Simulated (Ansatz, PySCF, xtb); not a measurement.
Energy difference 2 R1 → P1 + P2, each structure at its B3LYP-D3(BJ)/def2-TZVP stationary point, reached from a drawn start (curvature not checked).
R1: SiH4 (SMILES [SiH4]), charge 0, multiplicity 1.
P1, Si2H6 (SMILES [SiH3][SiH3]) (charge 0, multiplicity 1, Z-matrix in Å and degrees):
```
Si
H 1 1.4832
H 1 1.4832 2 108.63
H 1 1.4832 2 108.63 3 -118.00
Si 1 2.3443 2 110.29 3 121.00
H 5 1.4832 1 110.29 2 180.00
H 5 1.4832 6 108.63 1 121.00
H 5 1.4832 6 108.63 7 118.00
```
P2: H2 (SMILES [H][H]), charge 0, multiplicity 1.

```json
[
 {"level": "GFN2-xTB", "reaction energy (eV)": "1.269", "minus CCSD(T)/CBS(cc-pV(T+d)Z, cc-pV(Q+d)Z)": "1.077"},
 {"level": "HF/cc-pV(D+d)Z", "reaction energy (eV)": "0.546", "minus CCSD(T)/CBS(cc-pV(T+d)Z, cc-pV(Q+d)Z)": "0.354"},
 {"level": "SVWN5/def2-TZVPP", "reaction energy (eV)": "0.082", "minus CCSD(T)/CBS(cc-pV(T+d)Z, cc-pV(Q+d)Z)": "-0.110"},
 {"level": "PBE-D3(BJ)/def2-TZVPP", "reaction energy (eV)": "0.053", "minus CCSD(T)/CBS(cc-pV(T+d)Z, cc-pV(Q+d)Z)": "-0.139"},
 {"level": "B3LYP-D3(BJ)/def2-TZVPP", "reaction energy (eV)": "0.201", "minus CCSD(T)/CBS(cc-pV(T+d)Z, cc-pV(Q+d)Z)": "0.009"},
 {"level": "B3LYP-D4/def2-TZVPP", "reaction energy (eV)": "0.209", "minus CCSD(T)/CBS(cc-pV(T+d)Z, cc-pV(Q+d)Z)": "0.018"},
 {"level": "PBE0-D3(BJ)/def2-TZVPP", "reaction energy (eV)": "0.106", "minus CCSD(T)/CBS(cc-pV(T+d)Z, cc-pV(Q+d)Z)": "-0.086"},
 {"level": "M06-2X/def2-TZVPP", "reaction energy (eV)": "0.198", "minus CCSD(T)/CBS(cc-pV(T+d)Z, cc-pV(Q+d)Z)": "0.006"},
 {"level": "MP2/cc-pV(D+d)Z", "reaction energy (eV)": "0.332", "minus CCSD(T)/CBS(cc-pV(T+d)Z, cc-pV(Q+d)Z)": "0.140"},
 {"level": "MP2/cc-pV(T+d)Z", "reaction energy (eV)": "0.228", "minus CCSD(T)/CBS(cc-pV(T+d)Z, cc-pV(Q+d)Z)": "0.036"},
 {"level": "MP2/CBS(cc-pV(T+d)Z, cc-pV(Q+d)Z)", "reaction energy (eV)": "0.204", "minus CCSD(T)/CBS(cc-pV(T+d)Z, cc-pV(Q+d)Z)": "0.012"},
 {"level": "SCS-MP2/cc-pV(T+d)Z", "reaction energy (eV)": "0.297", "minus CCSD(T)/CBS(cc-pV(T+d)Z, cc-pV(Q+d)Z)": "0.105"},
 {"level": "CCSD(T)/cc-pV(Q+d)Z", "reaction energy (eV)": "0.209", "minus CCSD(T)/CBS(cc-pV(T+d)Z, cc-pV(Q+d)Z)": "0.017"},
 {"level": "CCSD(T)/CBS(cc-pV(T+d)Z, cc-pV(Q+d)Z)", "reaction energy (eV)": "0.192", "minus CCSD(T)/CBS(cc-pV(T+d)Z, cc-pV(Q+d)Z)": "0.000"}
]
```

 The comparison column counts from a level with limits of its own.

P less R. No zero-point or thermal terms.

Correlated levels freeze the cores. CBS: X⁻³ extrapolation of the correlation energy, Hartree–Fock from the larger set.

Codes used: Ansatz (a first-principles code) with Gaussian orbitals; PySCF for M06-2X and the D3/D4 terms; xtb for the GFN methods. No computed number here is a measurement.
